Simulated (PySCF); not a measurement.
Level of theory: PySCF, PBE0, basis Si def2-TZVP, N def2-TZVP, I def2-TZVP with ECP28 (scalar-relativistic core potentials, no spin–orbit coupling, density fitting). Open shells, if any, are unrestricted.

Q: What shape and geometry does isolated singlet ISiN take (every ligand bound to Si)?

A: Counting electrons, silicon keeps none of its valence electrons outside its bonds, so the VSEPR class is AX2 and the expected shape is linear; with unlike ligands the computed point group is C∞v. The lowest minimum found is a singlet of C∞v symmetry with Si–I 2.384 Å, Si–N 1.560 Å; I–Si–N 180.0°. Its harmonic wavenumbers are 120 (π), 328 (σ+), 1259 (σ+) cm⁻¹ and its dipole moment is 5.28 D.

This need not be the most stable arrangement of these atoms.
